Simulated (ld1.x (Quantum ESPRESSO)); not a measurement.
**Ranking PAW potentials for boron**

All share these settings but for the change named:

boron (B), PAW, made with ld1.x (Quantum ESPRESSO) 7.5 (LDA (PZ), scalar-relativistic). Core [He], reference 2s2 2p0.5 (charge +0.5). Waves: 2s (bound): rcut 1.30, rcutus 1.45 bohr; 2s channel at -0.5 Ry: rcut 1.30, rcutus 1.45 bohr; 2p (bound): rcut 2.40, rcutus 2.90 bohr; 2p channel at 0.25 Ry: rcut 2.40, rcutus 2.90 bohr; 3d channel at 0.3 Ry: rc 2.70 bohr. Local part: the d channel. Core correction: Bessel-smoothed model core inside 1.05 bohr. Augmentation charge: PSQ, inside the norm-conserving radii.

Cutoff: the first of the cutoffs (Ry, on a coarse ladder) from which the occupation-weighted sum of valence levels, in a spherical-Bessel basis at the reference potential, stays within 10 and 1 mRy of its value at 400 Ry; the density cutoff is not measured.

The base gives 6 Ry.

Of 8 variants that were run, those that failed, showed a ghost or another fault, or gave nearly equal values are left out.

A variant can come out equal or close to the base.

(1) Rank these variants from softest to hardest (loose cutoff).
A. all radii but the core radius scaled by about 1.16 (s 1.68, p 3.36, d 3.12 bohr, rcut 1.50/2.78/3.12)
B. all radii but the core radius scaled by about 0.92 (s 1.34, p 2.66, d 2.48 bohr, rcut 1.20/2.20/2.48)
C. all radii but the core radius scaled by about 1.37 (s 1.98, p 3.98, d 3.70 bohr, rcut 1.78/3.30/3.70)
D. all radii but the core radius scaled by about 0.83 (s 1.20, p 2.40, d 2.22 bohr, rcut 1.08/1.98/2.22)

Results:

(1) A (6 Ry), C (8 Ry), B (12 Ry), D (18 Ry).
